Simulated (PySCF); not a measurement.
**Correlation energy of Ni (nickel, neutral)**

[Ar] 3d10, closed-shell 1S (an excited configuration). All numbers are calculated (PySCF 2.14, scalar relativity by spin-free X2C-1e, in ANO-RCC-VTZP). Frozen: [Ar]; 10 electrons correlated.

```tsv
level	correlation energy (mhartree)
CCSD	-450.30
(T)	-27.23
CCSD(T)	-477.53
```

Diagnostics: T1 = 0.016, D1 = 0.0231, largest double amplitude 0.040.

Q: Is a single reference adequate?

A: Yes: T1 lies below 0.03 and no double amplitude reaches 0.07.
